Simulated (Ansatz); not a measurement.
Born–Oppenheimer molecular dynamics of CH₆BNO (10 atoms, charge 0, multiplicity 1). It starts from a relaxed structure.

Theory: Ansatz, RKS PBE-D4/6-31G*.

* ensemble: NVE (velocity Verlet)
* time step: 0.5 fs
* steps asked: 150
* starting velocities drawn for: 500 K
* seed: 257660

First frame:

```xyz
10
Properties=species:S:1:pos:R:3
B 0.034 -0.166 0.015
N -0.049 0.034 1.421
H -0.892 -0.067 1.982
H 0.763 0.302 1.970
C 1.404 0.021 -0.761
H 1.685 -0.911 -1.284
H 1.305 0.795 -1.544
H 2.248 0.308 -0.110
O -1.072 -0.536 -0.743
H -1.873 -0.627 -0.193
```

Problem. How far do the bonds stretch over the last three quarters of this one trajectory? (Pairs bonded in most of those frames.)

Solution. 
| bond | mean (Å) | spread (Å) | shortest | longest |
| --- | --- | --- | --- | --- |
| B1–N2 | 1.438 | 0.031 | 1.39 | 1.50 |
| B1–C5 | 1.582 | 0.017 | 1.55 | 1.61 |
| B1–O9 | 1.402 | 0.030 | 1.35 | 1.45 |
| N2–H3 | 1.023 | 0.019 | 0.99 | 1.06 |
| N2–H4 | 1.025 | 0.042 | 0.96 | 1.09 |
| C5–H6 | 1.105 | 0.021 | 1.08 | 1.14 |
| C5–H7 | 1.107 | 0.004 | 1.10 | 1.11 |
| C5–H8 | 1.107 | 0.026 | 1.07 | 1.15 |
| O9–H10 | 0.981 | 0.020 | 0.94 | 1.01 |

Mean temperature of the second half: 248 K. The conserved energy stayed within 0.43 meV per atom of its start (net change 0.24 meV per atom), so the integration is sound. Over the second half the temperature averaged 0.50 of the 500 K drawn at the start: a run that starts near a minimum puts about half its kinetic energy into the potential. A run of 0.075 ps of so small a system gives no equilibrium averages.

The run took 2.4 min on 1 thread of Intel(R) Xeon(R) 6975P-C (Granite Rapids), with other jobs on the host, peak memory 0.14 GiB.
